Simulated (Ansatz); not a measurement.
Geometry optimisation, Ansatz 0.2.0, RKS PBE/def2-SVP.

The input (input.yaml):

```yaml
crystal:
  periodic: [false, false, false]
  atoms:
    - { symbol: C, position_ang: [-0.0069, -2.6289, 0.0935] }
    - { symbol: C, position_ang: [0.5345, -1.228, -0.0409] }
    - { symbol: Br, position_ang: [2.3517, -1.0868, 0.0755] }
    - { symbol: C, position_ang: [-0.0252, -0.097, -0.2301] }
    - { symbol: C, position_ang: [-0.7472, 0.9936, -0.4356] }
    - { symbol: Si, position_ang: [-0.077, 2.6044, 0.1456] }
    - { symbol: H, position_ang: [0.3512, -3.2441, -0.6993] }
    - { symbol: H, position_ang: [0.2208, -3.0094, 1.048] }
    - { symbol: H, position_ang: [-1.1424, -2.534, 0.0314] }
    - { symbol: H, position_ang: [-1.7004, 1.0127, -0.9055] }
    - { symbol: H, position_ang: [1.1962, 2.93875, -0.58451] }
    - { symbol: H, position_ang: [-1.06588, 3.69613, -0.07696] }
    - { symbol: H, position_ang: [0.23286, 2.48955, 1.63732] }
basis:
  gaussian: { orbitals: def2-SVP }
hamiltonian:
  xc: pbe
relax:
  f_tol: 0.015
  max_steps: 40
output:
  orbitals: {}
```

Command:

```bash
$ ansatz run input.yaml --threads 2 --pin off --max-ram 3072MiB --backend cpu --events-out ev --progress --plain --runs-dir out
```

**Question.** Where does it end, and by what steps?

**Answer.** The run converged. After 21 steps the energy has fallen by 1.798 eV; H10 moved furthest, 1.38 Å.

| step | energy less start (eV) | largest force component (eV/Å) | accepted |
| --- | --- | --- | --- |
| 0 | 0.0000 | 3.099 | yes |
| 1 | -0.8293 | 1.228 | yes |
| 2 | -1.1684 | 0.767 | yes |
| 3 | -1.3813 | 0.403 | yes |
| 4 | -1.5399 | 0.299 | yes |
| 5 | -1.6701 | 0.211 | yes |
| 6 | -1.7372 | 0.229 | yes |
| 7 | -1.7616 | 0.222 | yes |
| 8 | -1.7272 | 0.760 | no |
| 9 | -1.7854 | 0.084 | yes |
| 10 | -1.7892 | 0.076 | yes |
| 11 | -1.7903 | 0.112 | yes |
| 12 | -1.7927 | 0.041 | yes |
| 13 | -1.7940 | 0.049 | yes |
| 14 | -1.7950 | 0.057 | yes |
| 15 | -1.7958 | 0.054 | yes |
| 16 | -1.7967 | 0.046 | yes |
| 17 | -1.7972 | 0.061 | yes |
| 18 | -1.7974 | 0.038 | yes |
| 19 | -1.7972 | 0.045 | no |
| 20 | -1.7975 | 0.034 | yes |
| 21 | -1.7976 | 0.010 | yes |

```xyz
13
Properties=species:S:1:pos:R:3
C -0.157 -2.435 0.369
C 0.604 -1.313 -0.272
Br 2.458 -1.701 -0.662
C 0.148 -0.118 -0.596
C -0.306 1.090 -0.873
Si -0.217 2.528 0.347
H -0.166 -3.331 -0.286
H 0.314 -2.731 1.329
H -1.203 -2.128 0.565
H -0.754 1.275 -1.871
H 0.596 3.652 -0.239
H -1.602 3.057 0.617
H 0.406 2.062 1.631
```

The run took 78 s on 2 threads of Arm Neoverse V1, on a shared host, peak memory 0.2 GiB.
